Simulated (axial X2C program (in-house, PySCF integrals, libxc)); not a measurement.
## Bond lengths and stretching modes, held linear, of RuCN⁻

Computed with an in-house all-electron X2C program for linear molecules (integrals from PySCF): two-component X2C with atomic mean-field Coulomb and Gaunt terms, Gaussian nuclei, basis Ru dyall-v3z, C dyall-v3z, N dyall-av3z with contracted cores. Spin-free rows use the one-electron spin-free X2C Hamiltonian.

Masses Ru 101.904, C 12.000, N 14.003 u. States: 2c Ω = 1 (beyond evenly filled blocks: ω = -3/2, ω = 5/2); spin-free M_S = 1, Λ = 0 (beyond evenly filled blocks: δ+α, δ-α).

PBE0, 2c: energies above the lowest point

```csv
r(Ru–C) (Å),r(C–N) (Å),E (meV)
1.8671,1.1417,72.91
1.8671,1.1710,19.17
1.8671,1.2003,58.04
1.9150,1.1417,47.35
1.9150,1.1710,0.00
1.9150,1.2003,45.30
1.9150,1.2296,166.84
1.9629,1.1417,58.08
1.9629,1.1710,16.18
1.9629,1.2003,67.01
2.0108,1.1710,59.35
2.0108,1.2296,246.67
```

Q: Fit a quadratic surface with cubic terms in each bond: where is the minimum, and what are the two stretching wavenumbers?

A: At PBE0, 2c: bonds 1.915 and 1.171 Å; harmonic stretches 445.1 and 2132.9 cm⁻¹; force constants 2.45, 17.3 and coupling 0.63 mdyn/Å.

The other levels and Hamiltonians give:

```json
{"Hamiltonian": "2c", "level": "HF", "r(Ru–C) (Å)": "2.086", "r(C–N) (Å)": "1.141", "lower stretch (cm⁻¹)": "312.9", "upper stretch (cm⁻¹)": "2352.8"}
{"Hamiltonian": "2c", "level": "LDA", "r(Ru–C) (Å)": "1.846", "r(C–N) (Å)": "1.183", "lower stretch (cm⁻¹)": "517.4", "upper stretch (cm⁻¹)": "2038.9"}
{"Hamiltonian": "spin-free", "level": "PBE0", "r(Ru–C) (Å)": "1.915", "r(C–N) (Å)": "1.171", "lower stretch (cm⁻¹)": "446.3", "upper stretch (cm⁻¹)": "2132.7"}
{"Hamiltonian": "spin-free", "level": "LDA", "r(Ru–C) (Å)": "1.846", "r(C–N) (Å)": "1.183", "lower stretch (cm⁻¹)": "518.8", "upper stretch (cm⁻¹)": "2040.6"}
```

Each state is one determinant, the lowest of a limited PBE0 search; the stretches come from a fit to these few points and carry an uncertainty of a few per cent. Other orders of the atoms were not compared. Left out for rough or failed fits: MP2 2c, HF spin-free, MP2 spin-free. The levels spread by more than a fifth, so the stretches depend strongly on the method. For an anion the highest level of a functional can be positive, and the basis then holds the extra electron. The molecule was held linear; bending was not examined, so a bent shape may lie lower. Open-shell Ω = 0 determinants with evenly filled partner blocks cannot be reached by this program, so the Ω shown need not be the lowest component. Note: several unpaired electrons, one determinant need not be a pure state.
